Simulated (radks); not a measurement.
The numbers below are computed, except where a source is named.
Neutral silver inside a hard spherical wall (all orbitals vanish at R), configuration held at [Kr] 4d10 5s1 and not refilled when levels cross. Level of theory: scalar-relativistic Kohn-Sham, LDA (Slater exchange, VWN5 correlation), spin-polarised, spherical densities, point nucleus; open shells are filled with parallel spins first (spin-orbit coupling, left out, can overturn this in heavy ions) (a radial shooting solver on a logarithmic mesh with Libxc functionals). Eigenvalues in eV for spin up, with the zero of energy where the potential of the charges vanishes at infinity; a dash marks a level that is unbound or too diffuse for the functional's potential to be trusted. A positive occupied level is held by the wall or, in an anion where self-interaction has pushed it up, behind a barrier. The pressure on the wall is -dE/dV.

R (bohr)	E (hartree)	kinetic (hartree)	e(4s)	e(4p)	e(4d)	e(5s)	e(5p, empty)	e(6s, empty)	pressure (GPa)
free	-5311.15997	5516.250	-95.041	-58.640	-7.716	-4.988	-1.032	-	0
15	-5311.15997	5516.250	-95.041	-58.640	-7.716	-4.988	-1.025	0.448	< 0.0001
12	-5311.15996	5516.250	-95.039	-58.638	-7.714	-4.986	-0.991	0.993	0.000316
6	-5311.13998	5516.377	-94.358	-57.962	-7.079	-4.148	1.043	11.592	1.58
5	-5311.09010	5516.636	-93.325	-56.946	-6.139	-2.703	3.487	21.110	8.49
3	-5309.81125	5522.004	-81.646	-45.724	4.955	18.212	31.323	103.91	616
2.5	-5307.70650	5530.248	-70.894	-35.308	16.423	43.463	61.647	179.39	2620
